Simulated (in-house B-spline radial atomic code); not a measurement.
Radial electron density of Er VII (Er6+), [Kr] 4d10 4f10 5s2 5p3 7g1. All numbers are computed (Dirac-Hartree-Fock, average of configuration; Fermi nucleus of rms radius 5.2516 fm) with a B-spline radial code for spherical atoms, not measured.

Columns: r (bohr), 4πr²n(r) (electrons per bohr), bar.

```
0.000616    2.444 #
0.000787     3.66 #
 0.00101    5.482 ##
 0.00129    8.077 ###
 0.00165     11.8 ####
 0.00211    16.99 ######
  0.0027    24.06 #########
 0.00345    33.26 ############
 0.00441    44.72 ################
 0.00564    58.04 #####################
 0.00722    72.03 ##########################
 0.00923    84.41 ###############################
  0.0118    92.48 ##################################
  0.0151    94.03 ##################################
  0.0193    89.52 ################################
  0.0247    83.83 ##############################
  0.0316    85.09 ###############################
  0.0405    98.14 ####################################
  0.0517    115.6 ##########################################
  0.0662    121.4 ############################################
  0.0847    107.7 #######################################
   0.108    93.25 ##################################
   0.139    99.59 ####################################
   0.177    109.4 ########################################
   0.227    89.22 ################################
    0.29    56.45 ####################
   0.371     51.6 ###################
   0.474    59.89 ######################
   0.607    48.28 ##################
   0.776    27.12 ##########
   0.993    14.38 #####
    1.27    8.043 ###
    1.62    3.434 #
    2.08   0.8433 
    2.66    0.153 
     3.4  0.01526 
    4.35  0.03336 
    5.56  0.08895 
    7.12 0.0004882 
     9.1   0.1586 
    11.6   0.1208 
    14.9  0.01132 
    19.1 0.0001272 
    24.4 1.33e-07 
    31.2 1.405e-12
```

On this grid the curve has 6 maxima, near 0.0151, 0.0662, 0.177, 0.474, 5.56, 9.1 bohr.

The 4f7/2 radial function P(r) = rR(r), positive near the nucleus, with its small component Q(r) (sign convention: Q ≈ (P' + κP/r)/2c):

```csv
r (bohr),P,Q
0.0247,0.001233,-7.071e-05
0.0405,0.006907,-0.0003799
0.0662,0.03353,-0.001735
0.108,0.1336,-0.006347
0.177,0.4111,-0.01737
0.29,0.8827,-0.03188
0.474,1.208,-0.03592
0.776,0.9984,-0.02308
1.27,0.4728,-0.00841
2.08,0.101,-0.001464
3.4,0.005463,-7.008e-05
```
